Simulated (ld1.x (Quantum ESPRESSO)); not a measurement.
**Logarithmic derivatives: vanadium, TM**

```json
{
  "Element": "V (Z = 23)",
  "Generator": "ld1.x (Quantum ESPRESSO) 7.5",
  "Type": "norm-conserving Troullier–Martins (Kleinman–Bylander form)",
  "Functional": "PBE",
  "Relativity": "scalar-relativistic",
  "Frozen core": "[Ar]",
  "Valence charge": "5",
  "Reference configuration": "3d3 4s1.5 4p0.5",
  "Partial waves": "4s (bound): rc 2.25 bohr; 4p (bound): rc 3.75 bohr; 3d (bound): rc 1.05 bohr",
  "Local potential": "the d channel",
  "Core correction": "Bessel-smoothed model core, default radius (core density twice the valence density)"
}
```

The phase is arctan(r·u′/u) with u = r·R(r), unwrapped; energies in Ry, scanned from -2 to 5 Ry. A pole is an energy at which the radial function vanishes at the test radius. The pseudo phase is shifted by a multiple of π to meet the all-electron one at the reference energy, and phase errors are pseudo minus all-electron; the curves can meet again beyond the range given. Levels narrower than the energy grid can be missing from the lists of poles.

```csv
channel,radius (bohr),reference energy (Ry),"poles, all-electron","poles, pseudo",unbroken range about the reference energy with phases within 0.05 rad,phase error 1 Ry above the reference energy (rad)
s,4.04,-0.38,"0.01, 3.03","0.00, 0.85, 3.46",below 0.4,-0.367
p,4.04,-0.13,"0.53, 3.63","0.51, 2.64",below 1.1,-0.022
d,4.04,-0.43,"-0.40, 1.50, 4.62","-0.40, 1.50, 4.66",below 2.8,+0.003
```

Note: ghost states, extra bound levels that the all-electron valence spectrum of the same l lacks: s at -340.3 eV, p at -142.6 eV. A true bound ghost makes a file unfit for plane-wave use.

Phases in the p channel:

```tsv
E (Ry)	all-electron	pseudo
-2.00	1.381	1.380
-1.76	1.365	1.365
-1.52	1.345	1.345
-1.28	1.318	1.318
-1.04	1.279	1.278
-0.80	1.215	1.214
-0.56	1.086	1.085
-0.32	0.707	0.705
-0.08	-0.632	-0.632
0.16	-1.317	-1.320
0.40	-1.511	-1.517
0.64	-1.609	-1.621
0.88	-1.683	-1.707
1.12	-1.762	-1.817
1.36	-1.875	-2.059
1.60	-2.113	-3.162
1.84	-2.903	-4.295
2.08	-4.039	-4.536
2.32	-4.390	-4.635
2.56	-4.523	-4.696
2.80	-4.594	-4.745
3.04	-4.640	-4.794
3.28	-4.674	-4.857
3.52	-4.701	-4.962
3.76	-4.725	-5.237
4.00	-4.748	-6.498
4.24	-4.771	-7.423
4.48	-4.798	-7.628
4.72	-4.831	-7.712
4.96	-4.877	-7.759
```
